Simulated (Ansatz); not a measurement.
Start from `[OH][Ta]([F])([F])=[S]` and change one atom or group to get `[CH3][Ta]([OH])([F])=[S]`.

Ansatz, PBE0-D4/def2-TZVP geometries, multiplicity 1. Each molecule was computed in one conformer, which needn't be the lowest.

Elements past krypton have def2 core potentials.

```csv
property,`[OH][Ta]([F])([F])=[S]`
HOMO–LUMO gap (ωB97M-V/def2-TZVPP) / eV,10.46
HOMO–LUMO gap (PBE0/def2-TZVPP) / eV,6.22
HOMO energy (PBE0/def2-TZVPP) / eV,-7.99
size of the dipole moment (PBE/def2-TZVPP) / D,2.60
LUMO energy (B3LYP/def2-TZVPP) / eV,-1.98
"ideal-gas entropy at 298 K and 1 bar (rigid rotor, harmonic PBE0-D4/def2-TZVP) / J/(mol·K)",354
```

Problem. Give the same properties after the change, and the shifts. (An estimate is asked.)

Solution. The calculation gave: 
```tsv
property	`[CH3][Ta]([OH])([F])=[S]`	shift
HOMO–LUMO gap (ωB97M-V/def2-TZVPP) / eV	10.25	-0.21
HOMO–LUMO gap (PBE0/def2-TZVPP) / eV	6.02	-0.20
HOMO energy (PBE0/def2-TZVPP) / eV	-7.64	0.35
size of the dipole moment (PBE/def2-TZVPP) / D	2.81	0.21
LUMO energy (B3LYP/def2-TZVPP) / eV	-1.84	0.14
ideal-gas entropy at 298 K and 1 bar (rigid rotor, harmonic PBE0-D4/def2-TZVP) / J/(mol·K)	376	22
```

With PBE0 the HOMO rises by 0.35 eV and the LUMO rises by 0.15 eV, so the gap narrows by about 0.20 eV. PBE moves the HOMO by 0.30 eV and ωB97M-V by 0.33 eV. The zero-point energy changes by 85.9 kJ/mol with +9 modes. Dipoles are sizes alone; their direction can turn.

Positive LUMOs are unbound, so they and the gaps depend on the basis.

B3LYP here is the variant with VWN-RPA as its local correlation; programs differ in this.
